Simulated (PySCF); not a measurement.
Si(CCH)(Cl)2(OMe) (C₃H₄Cl₂OSi), SMILES C#C[Si](Cl)(Cl)OC. Atoms are numbered in the order given.

```xyz
11

C      2.4412    -1.7011     0.4451
C      1.4836    -0.9663     0.2936
Si     0.0265     0.1002     0.0829
Cl     0.3561     1.9262     0.9468
Cl    -0.3189     0.3325    -1.9394
O     -1.2961    -0.5407     0.8062
C     -1.8860    -1.7915     0.4975
H      3.2916    -2.3455     0.5785
H     -2.2154    -1.8269    -0.5551
H     -2.7624    -1.9253     1.1476
H     -1.1816    -2.6224     0.6764
```

Geometry: B3LYP-D3(BJ)/def2-SVP. Other conformers were not sampled.

Level of theory: HF/def2-TZVP (PySCF).

ESP charges are fitted to the potential on shells at 1.4 to 2.0 van der Waals radii. Atomic charges (e):

```csv
atom,Löwdin,IAO,ESP fit
C1,-0.05,-0.14,-0.40
C2,-0.21,-0.42,0.05
Si3,-0.39,1.47,0.18
Cl4,0.26,-0.32,-0.07
Cl5,0.23,-0.35,-0.08
O6,0.03,-0.72,-0.17
C7,-0.30,-0.11,-0.24
H8,0.13,0.21,0.34
H9,0.10,0.12,0.13
H10,0.11,0.14,0.13
H11,0.10,0.12,0.13
```

Give the Mayer and Wiberg (Löwdin basis) orders of the bonds. (The exact figures need the calculation; the answer reports its results.)


```
bond     Mayer  Wiberg
-------  -----  ------
C1–C2     2.85    3.00
C2–Si3    0.97    1.11
Si3–Cl4   1.15    1.79
Si3–Cl5   1.06    1.74
Si3–O6    1.16    1.54
O6–C7     0.87    1.47
C1–H8     0.94    0.92
C7–H9     0.98    0.94
C7–H10    0.98    0.94
C7–H11    0.99    0.94
```
